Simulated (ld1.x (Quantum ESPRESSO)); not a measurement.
**Which change was made? (B, TM)**

ld1.x (Quantum ESPRESSO) 7.5 input, shortened:

```
&input
   title='B', zed=5., rel=1, dft='PBESOL', iswitch=3,
   config='[He] 2s2 2p1'
 /
 &inputp
   pseudotype=2, tm=.true., lloc=1,
   nlcc=.true., rcore=1.50
 /
2
2S  1  0   2.00   0.00  1.50  1.50  0.0
2P  2  1   1.00   0.00  2.75  2.75  0.0
 &test
   configts(1)='2s2 2p1'
 /
```

Cutoffs, loose and tight: the cutoffs (Ry, on a coarse ladder) from which the occupation-weighted sum of valence levels, in a spherical-Bessel basis at the reference potential, stays within 10 and 1 mRy of its value at 400 Ry. They do not see the model core or the augmentation charge, which bear on the density cutoff. Test errors are all-electron minus pseudo excitation energies from the reference, over the configurations 2s2 2p0; 2s1 2p0; 2s2 2p0.5; 2s1 2p2; 2s0 2p3; 2s1 2p1; 2s2 2p1.3; variants that change the core or the reference have their own tests.

The base gives: outcome: generated; cutoff, loose: 18 Ry; cutoff, tight: 50 Ry; bound ghosts: none; largest test error (meV): +181.

**Question.** After one change the result is: outcome: generated; cutoff, loose: 8 Ry; cutoff, tight: 12 Ry; bound ghosts: none; largest test error (meV): -146. Which change was it?
A. type ultrasoft; waves now 2s (bound): rcut 1.30, rcutus 1.50 bohr; 2s channel at 2.7 Ry: rcut 1.30, rcutus 1.50 bohr; 2p (bound): rcut 2.40, rcutus 2.75 bohr; 2p channel at 4.3 Ry: rcut 2.40, rcutus 2.75 bohr; local potential all-electron potential smoothed inside 2.25 bohr (lloc = -2); augmentation PSQ, inside the norm-conserving radii
B. wave 2p (bound): rc 2.75 bohr becomes 2p (bound): rc 2.26 bohr
C. type ultrasoft; waves now 2s (bound): rcut 1.30, rcutus 1.50 bohr; 2s channel at 0.85 Ry: rcut 1.30, rcutus 1.50 bohr; 2p (bound): rcut 2.40, rcutus 2.75 bohr; 2p channel at 1.9 Ry: rcut 2.40, rcutus 2.75 bohr; local potential all-electron potential smoothed inside 2.70 bohr (lloc = -1); augmentation PSQ, radius 1.25 bohr
D. wave 2s (bound): rc 1.50 bohr becomes 2s (bound): rc 2.12 bohr

**Answer.** A. The others give: wave 2p (bound): rc 2.75 bohr becomes 2p (bound): rc 2.26 bohr → outcome: generated; cutoff, loose: 21 Ry; cutoff, tight: 50 Ry; bound ghosts: none; largest test error (meV): +110 | type ultrasoft; waves now 2s (bound): rcut 1.30, rcutus 1.50 bohr; 2s channel at 0.85 Ry: rcut 1.30, rcutus 1.50 bohr; 2p (bound): rcut 2.40, rcutus 2.75 bohr; 2p channel at 1.9 Ry: rcut 2.40, rcutus 2.75 bohr; local potential all-electron potential smoothed inside 2.70 bohr (lloc = -1); augmentation PSQ, radius 1.25 bohr → outcome: generated; cutoff, loose: 8 Ry; cutoff, tight: 12 Ry; bound ghosts: none; largest test error (meV): +60 | wave 2s (bound): rc 1.50 bohr becomes 2s (bound): rc 2.12 bohr → outcome: generated; cutoff, loose: 15 Ry; cutoff, tight: 18 Ry; bound ghosts: none; largest test error (meV): +167.
